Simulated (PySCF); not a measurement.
## Ionising BI

RHF-CCSD(T); B x2c-SVPall, I x2c-SVPall; spin-free X2C with a Gaussian nucleus (PySCF 2.14). Neutral (RHF): singlet (closed shell), Re = 2.136 Å, ωe = 594 cm⁻¹, De = 3.51 eV.

BI⁺ (UHF): doublet (σ ↑), Re = 1.972 Å, ωe = 801 cm⁻¹, De = 2.66 eV to B⁺ + I. The energies at the minima are -7136.69093 hartree for BI and -7136.36251 for BI⁺.

Q: Work out the adiabatic ionisation energy, without and with harmonic zero-point energies (1 hartree = 27.2114 eV, 1 eV = 8065.5 cm⁻¹), and the change of the bond length.

A: At CCSD(T): 0.32842 hartree = 8.937 eV between the minima; the zero-point term (801.0 − 594.0)/2 cm⁻¹ = +0.013 eV makes it 8.950 eV. Re changes by -16.4 pm against the neutral. The electron leaves a σ orbital, and the shorter bond of the ion fits an antibonding orbital, or a change in how ionic the bond is.

Correlated steps freeze 19 core orbitals. Correlated levels converge slowly with the basis: in double zeta they bind strong bonds too weakly, by up to about 1 eV, and carry superposition errors of some tenths. Spin–orbit coupling is left out, which matters for elements this heavy, above all for dissociation energies. For an ion De counts to the pair picked by the measured ionisation energies or electron affinities, which need not be the lowest pair at this level. Where the molecule has an RHF reference, its open-shell atoms are computed with UHF. States were picked by a PBE0 search and need not be the measured ground states.

Neutral and ion stand on different kinds of reference determinant, which adds to the error of the difference.
